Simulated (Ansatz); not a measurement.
Molecule: ZnBr2 (charge -1, doublet). The spin state was set by rule; other spins were not relaxed. 
Coordinates optimised at B3LYP-D3(BJ)/def2-TZVP (Ansatz, a program for electronic structure):
```
Zn
Br 1 2.4882
Br 1 2.4882 2 119.67
```
Charge -1, spin multiplicity 2.

Total electronic energies in hartree. Correlated levels leave the core frozen unless marked. UHF or UKS for open shells. No spin-orbit coupling. Frozen are the shells of the preceding noble gas and the d and f shells that filled before the atom's block. Non-relativistic. CBS marks a two-point X^-3 extrapolation of the correlation energy; Hartree-Fock from the larger set. The bracket is a focal-point correction in the basis named.

```csv
level,program,energy (Eh)
HF/def2-QZVPP,Ansatz,-6922.94964
SVWN5/def2-TZVPD,Ansatz,[?]
PBE/def2-TZVPD,Ansatz,-6926.83434
PBE0/STO-3G,Ansatz,-6850.06001
PBE0-D3(BJ)/def2-TZVPD,Ansatz + dftd3,-6927.03564
HSE06-D4/def2-TZVPD,Ansatz + dftd4,-6927.04292
HSE06/def2-TZVPD,Ansatz,-6927.04044
CCSD(T)/def2-SVP,Ansatz,-6922.45457
"RI-MP2/CBS(def2-TZVPPD,def2-QZVPPD)+[CCSD(T)-MP2]/def2-SVPD",Ansatz,-6923.9036
```

Problem. Complete the blanks.

Solution. 
- SVWN5/def2-TZVPD, energy (Eh): -6917.90706
